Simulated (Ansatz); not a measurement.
Cost and result for the atomization energy of C$_{12}$H$_{22}$, SMILES `C1CCC(C2CCCCC2)CC1` (34 atoms, 35 bonds).

```xyz
34

C     1.2860    0.2087    2.7733
C     0.2044   -0.8445    2.5879
C    -1.0963   -0.2242    2.0880
C    -0.9601    0.6486    0.8343
C    -1.0677   -0.1363   -0.4872
C    -0.0711   -1.2816   -0.7047
C    -0.1155   -1.7458   -2.1527
C     0.4206   -0.6585   -3.0931
C     0.2146    0.7402   -2.5070
C    -1.0806    0.8058   -1.7119
C     0.2315    1.6067    0.9744
C     1.5227    0.9770    1.4824
H     2.2146   -0.2542    3.1204
H     0.9751    0.9123    3.5568
H     0.0164   -1.3633    3.5332
H     0.5625   -1.6040    1.8872
H    -1.4951    0.4036    2.8946
H    -1.8461   -1.0034    1.9120
H    -1.8502    1.2910    0.8147
H    -2.0559   -0.6136   -0.4428
H     0.9489   -0.9713   -0.4634
H    -0.3075   -2.1098   -0.0325
H     0.4510   -2.6717   -2.2816
H    -1.1536   -1.9858   -2.4101
H    -0.0803   -0.7320   -4.0633
H     1.4855   -0.8207   -3.2852
H     1.0547    0.9941   -1.8525
H     0.2158    1.4888   -3.3041
H    -1.9077    0.5333   -2.3763
H    -1.2835    1.8316   -1.3902
H     0.4090    2.1313    0.0317
H    -0.0580    2.3824    1.6947
H     2.2685    1.7623    1.6412
H     1.9474    0.3031    0.7318
```

Total charge 0; spin multiplicity 1. The geometry is a stationary point of PBE0-D4/def2-TZVP. It is one conformer, not always the lowest. Program: Ansatz. All runs use 11 threads of an AMD EPYC 7R13 on a shared host and a whole NVIDIA H100 80 GB. Times are those of one run each, without the atoms' runs, and a repeat can differ threefold. Electronic energies, without spin–orbit coupling; frozen cores. CCSD(T)/CBS adds CCSD(T) − MP2 in def2-TZVPP to the MP2 limit, and its time is that of the two runs behind it. T1 = 0.009. B3LYP takes the VWN-RPA correlation (the form of Gaussian; ORCA's B3LYP/G).

CCSD(T)/CBS is a level of theory with its own doubt, some kJ/mol a heavy atom from the limit and from the frozen cores, so smaller differences don't rank the functionals.

```tsv
level	functions	wall time
PBE0-D4/def2-TZVPP	680	4.5 s
r2SCAN-D4/def2-TZVPP (with forces)	680	5 s
PBE-D4/def2-TZVPP (with forces)	680	5.5 s
B3LYP-D4/def2-TZVPP (with forces)	680	6.5 s
ωB97X-V/def2-TZVPP	680	7.5 s
B2PLYP/def2-TZVPP	680	7.5 s
MP2/def2-QZVPP	1344	11 s
ωB97M-V/def2-TZVPP (with forces)	680	12 s
CCSD(T)/def2-TZVPP	680	3.2 min
CCSD(T)/CBS(def2)	–	3.4 min
```

(1) What atomization energy does each give, and how far from CCSD(T)/CBS? (An estimate is asked.)

## Answers

(1) The calculation gave: 
| level | atomization (kcal/mol) | difference from CCSD(T)/CBS | per bond |
| --- | --- | --- | --- |
| PBE0-D4/def2-TZVPP | 3434.1 | 39.0 | 1.1 |
| r2SCAN-D4/def2-TZVPP (with forces) | 3405.6 | 10.5 | 0.3 |
| PBE-D4/def2-TZVPP (with forces) | 3467.6 | 72.5 | 2.1 |
| B3LYP-D4/def2-TZVPP (with forces) | 3394.7 | -0.4 | 0.0 |
| ωB97X-V/def2-TZVPP | 3404.9 | 9.8 | 0.3 |
| B2PLYP/def2-TZVPP | 3358.7 | -36.4 | -1.0 |
| MP2/def2-QZVPP | 3409.7 | 14.6 | 0.4 |
| ωB97M-V/def2-TZVPP (with forces) | 3407.3 | 12.2 | 0.3 |
| CCSD(T)/def2-TZVPP | 3326.6 | -68.5 | -2.0 |
| CCSD(T)/CBS(def2) | 3395.1 | 0.0 | 0.0 |

From PBE to PBE0 (25 % exact exchange), in def2-TZVPP and without D4, the atomization energy moves by −30.1 kcal/mol: exact exchange takes away binding that semilocal exchange gives to molecules. In def2-TZVPP, CCSD(T) changes the Hartree–Fock value by +762.6 kcal/mol (the triples alone add +43.3 kcal/mol) and MP2 by +805.6 kcal/mol; breaking electron pairs costs correlation energy, which Hartree–Fock lacks. The D4 term adds +37.5 kcal/mol with B3LYP and +20.6 kcal/mol with PBE0; it sums over pairs of atoms, weighted by their polarisabilities, and B3LYP, whose exchange is more repulsive, gets the larger term.
